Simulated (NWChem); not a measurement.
# Lowest excitation of H$_{3}$ClZr

```
Zr
H 1 1.8409
H 1 1.8409 2 109.99
H 1 1.8409 2 109.98 3 -121.28
Cl 1 2.3190 2 108.95 4 -119.36
```
Charge 0, spin multiplicity 1.

Program: NWChem. All single points use one geometry, from PBE0/def2-SVP with def2 effective core potentials on Zr, a minimum by its harmonic frequencies.

Basis set: def2-SVPD.

```json
[
 {"method": "TD-LDA (SVWN5)", "lowest vertical singlet excitation energy (eV)": "3.57", "relative cost": "1", "difference from EOM-CCSD": "-0.71"},
 {"method": "EOM-CCSD", "lowest vertical singlet excitation energy (eV)": "4.28", "relative cost": "under 3", "difference from EOM-CCSD": "0.00"},
 {"method": "TD-B3LYP", "lowest vertical singlet excitation energy (eV)": "4.00", "relative cost": "under 3", "difference from EOM-CCSD": "-0.28"},
 {"method": "CIS", "lowest vertical singlet excitation energy (eV)": "5.02", "relative cost": "under 3", "difference from EOM-CCSD": "+0.74"},
 {"method": "TD-PBE", "lowest vertical singlet excitation energy (eV)": "3.75", "relative cost": "under 3", "difference from EOM-CCSD": "-0.53"}
]
```

The values span 1.45 eV, from TD-LDA (SVWN5) (lowest) to CIS (highest). The cost column gives rough processor time relative to TD-LDA (SVWN5); each entry includes its own SCF.

Effective core potentials replace the inner electrons of Zr; spin-orbit coupling is left out. The correlated methods keep 5 core orbitals frozen. B3LYP has NWChem's definition, with VWN1-RPA local correlation. The structure started from a generated list of species. No row is a measurement; the coupled-cluster row has its own basis-set and correlation limits.
